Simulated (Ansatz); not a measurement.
One change: `COB(F)S` becomes `FB(S)[SiH2][SiH3]`.

Ansatz, PBE0-D4/def2-TZVP geometries, multiplicity 1. Each molecule was computed in one conformer, which needn't be the lowest.

```json
{"property": "LUMO energy (ωB97M-V/def2-TZVPP) / eV", "`COB(F)S`": "2.09"}
{"property": "size of the dipole moment (B3LYP/def2-TZVPP) / D", "`COB(F)S`": "2.18"}
{"property": "HOMO–LUMO gap (B3LYP/def2-TZVPP) / eV", "`COB(F)S`": "7.69"}
{"property": "LUMO energy (PBE0/def2-TZVPP) / eV", "`COB(F)S`": "0.60"}
{"property": "HOMO–LUMO gap (ωB97M-V/def2-TZVPP) / eV", "`COB(F)S`": "11.96"}
{"property": "LUMO energy (PBE/def2-TZVPP) / eV", "`COB(F)S`": "-0.32"}
```

Task: Give the same properties after the change, and the shifts. (Estimate.)

Result: Ansatz gave: 
```csv
property,`FB(S)[SiH2][SiH3]`,shift
LUMO energy (ωB97M-V/def2-TZVPP) / eV,0.51,-1.58
size of the dipole moment (B3LYP/def2-TZVPP) / D,0.61,-1.57
HOMO–LUMO gap (B3LYP/def2-TZVPP) / eV,6.21,-1.48
LUMO energy (PBE0/def2-TZVPP) / eV,-1.44,-2.04
HOMO–LUMO gap (ωB97M-V/def2-TZVPP) / eV,10.54,-1.42
LUMO energy (PBE/def2-TZVPP) / eV,-2.30,-1.98
```

With PBE0 the HOMO falls by 0.34 eV and the LUMO falls by 2.04 eV, so the gap narrows by about 1.70 eV. PBE moves the HOMO by -0.46 eV and ωB97M-V by -0.16 eV. Dipoles are sizes alone; their direction can turn.

B3LYP here is the variant with VWN-RPA as its local correlation; programs differ in this.
